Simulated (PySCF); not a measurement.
C4H6Ge, SMILES C([C]([GeH3])=C)#C. Coordinates come from a PBE0-D3(BJ)/def2-SVP optimisation. The structure was generated by enumeration, and PubChem lists no compound with its InChIKey, so it may never have been made.

Problem. Give the equilibrium geometry at PBE0-D3(BJ)/def2-SVP (PySCF confirms it by a frequency run) as Cartesian coordinates in Å, and its point group. (Estimate from the structure and the level; the computed values follow.)

Solution. point group Cs.
```xyz
11

C     -1.0503     2.6999     0.0000
C     -0.2615     1.7754     0.0000
C      0.5961     0.6402     0.0000
C      1.9377     0.7408     0.0000
Ge    -0.2841    -1.1108     0.0000
H     -1.7351     3.5274     0.0000
H      2.4371     1.7150     0.0000
H      2.5739    -0.1486     0.0000
H     -1.1652    -1.2465     1.2531
H     -1.1652    -1.2465    -1.2531
H      0.8125    -2.1909     0.0000
```
